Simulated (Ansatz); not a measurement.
Stretching the Mg1–H2 bond in H2Mg (SMILES [MgH2]) (multiplicity 1 held, fragments rigid). Energies count from the point at 1.700 Å.
Geometry at that point (charge 0, multiplicity 1):
```xyz
3

Mg     0.00000     0.00000     0.00000
H      0.00000     0.00000    -1.69978
H      0.00000     0.00000     1.69978
```

Signs of static correlation in def2-SVP, with CASSCF(2,2), from Ansatz (a quantum-chemistry and plane-wave program) runs.

| R (Å) | T1 of restricted CCSD | ⟨S²⟩ of UHF | largest double amplitude of restricted CCSD | weight of the CASSCF reference in MRCISD | CASSCF natural occupations |
|---|---|---|---|---|---|
| 1.360 | 0.009 | 0.000 | 0.040 | 0.968 | 1.98 0.02 |
| 1.530 | 0.010 | 0.000 | 0.037 | 0.968 | 1.97 0.03 |
| 1.700 | 0.011 | 0.000 | 0.042 | 0.967 | 1.97 0.03 |
| 1.870 | 0.013 | 0.000 | 0.052 | 0.967 | 1.96 0.04 |
| 2.040 | 0.015 | 0.000 | 0.067 | 0.968 | 1.95 0.05 |
| 2.295 | 0.020 | 0.000 | 0.103 | 0.968 | 1.92 0.08 |
| 2.550 | 0.028 | 0.281 | 0.152 | 0.968 | 1.88 0.12 |
| 2.975 | 0.050 | 0.713 | 0.260 | 0.967 | 1.78 0.22 |
| 3.400 | … | 0.890 | 0.402 | 0.966 | 1.62 0.38 |
| 3.910 | … | 0.969 | 0.605 | 0.964 | 1.41 0.59 |
| 4.589 | 0.172 | 1.000 | 0.846 | 0.963 | 1.20 0.80 |
| 5.439 | 0.192 | 1.007 | 1.015 | 0.962 | 1.08 0.92 |

Q: Fill in the missing entries.

A: 
- 3.400, T1 of restricted CCSD: 0.083
- 3.910, T1 of restricted CCSD: 0.128

Doubts at one or more of the structures used: a restricted determinant that unrestricted orbitals would lower (R-CCSD(T)/def2-SVP); T1 above 0.05 (R-CCSD(T)/def2-SVP, U-CCSD(T)/def2-SVP); other coupled-cluster roots lie near (R-CCSD(T)/def2-SVP); a spin-contaminated determinant (U-CCSD(T)/def2-SVP).
